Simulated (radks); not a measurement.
Computed order of ionisation of neodymium. At each step one electron was removed from each of the four highest sub-shells of the ion before, moves of one valence electron (up to charge 6) and the configuration listed by NIST were tried, and the lowest configuration was kept. Level of theory: Dirac Kohn-Sham, relativistic LDA (MacDonald-Vosko exchange, VWN5 correlation), spin-unpolarised, spherical densities, finite nucleus; Fermi nuclear charge, rms radius of each element as measured or else 0.836 A^(1/3) + 0.57 fm (a radial shooting solver on a logarithmic mesh with Libxc functionals). Sub-shells are occupied by j as written (lower j first in brackets).

\begin{tabular}{lrrrrrr}
species & lowest configuration found & NIST configuration & margin to the next tried (eV) & IE (eV) & NIST IE (eV) & kind \\ \hline
Nd & [Xe] 4f(5/2: 4, 7/2: 0) 6s2 & same & 1.618 & 5.971 & 5.525 & exp. \\
Nd+ & [Xe] 4f(5/2: 4, 7/2: 0) 6s1 & same & 2.441 & 10.952 & 10.78 & semi-emp. \\
Nd2+ & [Xe] 4f(5/2: 4, 7/2: 0) & same & 3.136 & 22.981 & 22.09 & semi-emp. \\
Nd3+ & [Xe] 4f(5/2: 3, 7/2: 0) & same & 9.354 & 40.770 & 40.60 & semi-emp. \\
Nd4+ & [Xe] 4f(5/2: 2, 7/2: 0) & same & 12.698 & 61.004 & - &  \\
Nd5+ & [Xe] 4f(5/2: 1, 7/2: 0) & [Kr] 4d10 4f(5/2: 2, 7/2: 0) 5s2 5p(1/2: 2, 3/2: 3) lies 7.261 eV higher & 7.261 & 83.299 & 84 & theory \\
Nd6+ & [Xe] & differs (not computed) & 0.846 & 100.99 & 99 & theory \\
Nd7+ & [Kr] 4d10 5s2 5p(1/2: 2, 3/2: 3) & differs (not computed) & 4.906 & 116.12 & 114 & theory \\
Nd8+ & [Kr] 4d10 5s2 5p(1/2: 2, 3/2: 2) & differs (not computed) & 5.156 & 131.65 & 136 & theory \\
Nd9+ & [Kr] 4d10 5s2 5p(1/2: 2, 3/2: 1) & differs (not computed) & 5.413 & 147.54 & 152 & theory \\
Nd10+ & [Kr] 4d10 5s2 5p(1/2: 2, 3/2: 0) & differs (not computed) & 5.679 & 169.69 & 168 & theory \\
Nd11+ & [Kr] 4d10 5s2 5p(1/2: 1, 3/2: 0) & differs (not computed) & 21.533 & 186.72 & 195 & theory \\
Nd12+ & [Kr] 4d10 5s2 & same & 21.993 & 226.39 & 221 & theory \\
Nd13+ & [Kr] 4d10 5s1 & same & 117.76 & 244.53 & 243.0 & semi-emp. \\
\end{tabular}

Reference values: NIST Atomic Spectra Database (exp. = measured, semi-emp. = semi-empirical, theory = theoretical value adopted there). Spin polarisation and multiplet splitting are left out, so open shells lie too high by an amount that depends on their filling. Tried without a valid solution: [Xe] 4f(5/2: 5, 7/2: 0) 6s1.

Beside tabulated values, note that spin-unpolarised runs miss the spin-polarisation part of the exchange energy of open shells. No tabulated value is given for the 4+ ions of Nd, Pm and Eu to Yb, where it belongs to another shell than the one emptied here.
